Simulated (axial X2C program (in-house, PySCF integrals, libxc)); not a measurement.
# Working with the constants of RuSe⁻

A bond curve at the PBE0 level, 2c, was computed with an axial X2C code built on PySCF integrals (basis Ru dyall-acv3z [13s13p9d5f3g], Se dyall-acv3z [9s10p7d5f1g] (cores contracted in-house)) for the state Ω = 7/2 (⟨Sz⟩ = 1.49, ⟨Lz⟩ = 2.01 at PBE0). Its fit gives Re = 2.2400 Å, ωe = 314.8 cm⁻¹, ωexe = 0.963 cm⁻¹ and αe = 2.829e-04 cm⁻¹; the masses are 101.9043 and 79.9165 u. Two-component means X2C with spin–orbit coupling and atomic mean-field Coulomb and Gaunt terms.

Find the reduced mass, Be and the force constant.

From the PBE0 values: μ = 44.7904 u. Be = 16.8576/(μ Re²) = 0.07501 cm⁻¹. k = 5.8918×10⁻⁷ μ ωe² = 2.62 mdyn/Å.

A Morse curve ties αe to the other constants (Pekeris). How well does that hold?

αe(Morse) = 6Be²/ωe × (√(ωexe/Be) − 1) = 2.770e-04 cm⁻¹; the PBE0 curve gives 2.829e-04 cm⁻¹, a ratio of 0.98.

Where do the fundamental and the first overtone lie?

ν(1←0) = ωe − 2ωexe = 312.9 cm⁻¹; ν(2←0) = 2ωe − 6ωexe = 623.8 cm⁻¹.

Estimate the centrifugal constant by the Kratzer relation.

D = 4Be³/ωe² = 1.70e-08 cm⁻¹.

One determinant describes the state; a PBE0 search over occupations chose it and may have missed a lower one. Density functionals use the spin component along the axis (collinear). PBE0 can misorder states that lie within some tenths of an eV, so this need not be the ground state of the molecule. The nearest other 2c determinant of the search, Ω = 1/2, lies 0.21 eV up at the distance of the search. The functionals have no current-density term, which raises determinants with orbital currents, atoms included. With several unpaired electrons one determinant need not be a pure state. The highest occupied level of some functionals is positive through self-interaction error; at Hartree–Fock it is bound.
